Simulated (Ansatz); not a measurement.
Start from `[BH2][GeH2][Cl]` and change one element to get `B[SiH2]Cl`.

Ansatz, PBE0-D4/def2-TZVP geometries, multiplicity 1. 

Scalar relativity is left out up to krypton.

```json
{"property": "LUMO energy (B3LYP/def2-TZVPP) / eV", "`[BH2][GeH2][Cl]`": "-3.04"}
{"property": "size of the dipole moment (B3LYP/def2-TZVPP) / D", "`[BH2][GeH2][Cl]`": "2.37"}
{"property": "HOMO energy (PBE/def2-TZVPP) / eV", "`[BH2][GeH2][Cl]`": "-6.93"}
{"property": "LUMO energy (PBE/def2-TZVPP) / eV", "`[BH2][GeH2][Cl]`": "-3.83"}
{"property": "ideal-gas entropy at 298 K and 1 bar (rigid rotor, harmonic PBE0-D4/def2-TZVP) / J/(mol·K)", "`[BH2][GeH2][Cl]`": "317"}
{"property": "LUMO energy (ωB97M-V/def2-TZVPP) / eV", "`[BH2][GeH2][Cl]`": "-0.85"}
```

(1) What does the change do to each property? (Best estimate.)

## Answers

(1) Computed: 
```json
{"property": "LUMO energy (B3LYP/def2-TZVPP) / eV", "`B[SiH2]Cl`": "-2.96", "shift": "0.08"}
{"property": "size of the dipole moment (B3LYP/def2-TZVPP) / D", "`B[SiH2]Cl`": "1.54", "shift": "-0.83"}
{"property": "HOMO energy (PBE/def2-TZVPP) / eV", "`B[SiH2]Cl`": "-7.04", "shift": "-0.11"}
{"property": "LUMO energy (PBE/def2-TZVPP) / eV", "`B[SiH2]Cl`": "-3.77", "shift": "0.06"}
{"property": "ideal-gas entropy at 298 K and 1 bar (rigid rotor, harmonic PBE0-D4/def2-TZVP) / J/(mol·K)", "`B[SiH2]Cl`": "304", "shift": "-13"}
{"property": "LUMO energy (ωB97M-V/def2-TZVPP) / eV", "`B[SiH2]Cl`": "-0.78", "shift": "0.07"}
```

With PBE0 the HOMO falls by 0.10 eV and the LUMO rises by 0.06 eV, so the gap widens by about 0.16 eV. PBE moves the HOMO by -0.11 eV and ωB97M-V by -0.09 eV. Dipoles are sizes alone; their direction can turn.

B3LYP here is the variant with VWN-RPA as its local correlation; programs differ in this.
